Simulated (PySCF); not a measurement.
Bonds: Al1-N3, Al1-N6, Al1-N9, N3-Al4, N3-Al10, Al4-N6, Al4-N12, N6-Al7, Al7-N9, Al7-N12, N9-Al10, Al10-N12. Al1 carries H2; N3 carries H13; Al4 carries H5; N6 carries H14; Al7 carries H8; N9 carries H15; Al10 carries H11; N12 carries H16.

Theory: PBE0-D3(BJ)/def2-SVP structure, NMR shieldings at B3LYP/pcSseg-1 (pcSseg-2 on Al)/GIAO, in PySCF 2.14 (no solvent, non-relativistic, one averaged value for each set of equivalent atoms, single conformer).

Chemical shifts δ = σref − σ; $^{1}$H (σ = 31.38 ppm) against TMS; $^{27}$Al (σ = 571.15 ppm) against [Al(H2O)6]3+; $^{15}$N (σ = 263.54 ppm) vs NH3, all at this level.

```
           atoms    nucleus  count  δ (ppm)
 H13/H14/H15/H16    $^{1}$H      4     0.82
Al1/Al4/Al7/Al10  $^{27}$Al      4        ?
    H2/H5/H8/H11    $^{1}$H      4        ?
    N3/N6/N9/N12   $^{15}$N      4     59.7
```

Problem. Estimate the values marked ?.

Solution. 
- H2/H5/H8/H11: 4.61 ppm, hydrogen on an aluminium bonded to 3 N
- Al1/Al4/Al7/Al10: 143.7 ppm, aluminium bonded to 3 N, H

OH/NH shifts are gas-phase values; hydrogen bonding in solution moves them, usually downfield. Hydrides on Al or Ga are broadened by the quadrupolar metal nucleus. Experimental scales use liquid or dissolved standards, which lie at an offset from isolated NH3 (liquid NH3: subtract about 20 ppm).
